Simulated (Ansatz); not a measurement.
Ansatz (a quantum-chemistry and plane-wave program) input (PBE0/def2-TZVP):

Ansatz 0.2 input:
```yaml
crystal:
  periodic: [false, false, false]
  atoms:
    - {symbol: C, position_ang: [2.59631236, 0.62596370, -0.25360935]}
    - {symbol: C, position_ang: [1.31592218, -0.04889363, 0.23481991]}
    - {symbol: C, position_ang: [0.03883974, 0.55295131, -0.34619327]}
    - {symbol: C, position_ang: [-1.20696771, -0.28533131, 0.02168604]}
    - {symbol: O, position_ang: [-1.15577481, -1.50751758, -0.31884685]}
    - {symbol: C, position_ang: [-2.22641624, 0.37580949, 0.67528986]}
    - {symbol: H, position_ang: [2.60869363, 1.69073342, 0.00238013]}
    - {symbol: H, position_ang: [2.68265443, 0.55416888, -1.34244021]}
    - {symbol: H, position_ang: [3.49294779, 0.17067522, 0.18131672]}
    - {symbol: H, position_ang: [1.31941784, -1.11028341, -0.02393423]}
    - {symbol: H, position_ang: [1.26565152, 0.00573415, 1.32848146]}
    - {symbol: H, position_ang: [0.12396770, 0.55548372, -1.44166776]}
    - {symbol: H, position_ang: [-0.07067303, 1.59374512, -0.02062665]}
    - {symbol: H, position_ang: [-2.15324412, 1.43019421, 0.91384166]}
    - {symbol: H, position_ang: [-3.12935932, -0.15330794, 0.96146451]}
basis:
  gaussian:
    orbitals: def2-TZVP
hamiltonian:
  xc: {name: PBE0}
total_charge: -1
```

End of the output:

```
integrals: 0.17 GiB planned
1447 factors; their error is unknown
0.34 GiB of the device are held for the grids
1.29 GiB of device memory are held for the factors and their scratch space
mean field: 1.30 GiB planned
mean field evaluation 1: about -7365.0937 eV, gradient 5.9e1 eV
mean field evaluation 2: about -7361.7972 eV, gradient 6.9e1 eV
mean field evaluation 4: about -7373.0704 eV, gradient 6.0e0 eV
mean field evaluation 8: about -7373.1367 eV, gradient 7.6e-2 eV
mean field evaluation 16: about -7373.1244 eV, gradient 9.9e-5 eV
mean field -7373.12436531 eV, -270.9573227418 hartree, gradient 2.9e-5 eV, S^2 0.000000; 0 other end points of the search recorded, 0 dependent functions left out
reference -7373.12440099 eV, -270.9573240531 hartree; 24, 24 occupied and 216, 216 virtual orbitals, 1447 factors
Total energy: -7373.12440099 eV, -270.9573240531 hartree
```

It need not be the lowest isomer of its formula. Whether it binds its extra electron was not tested at this geometry.
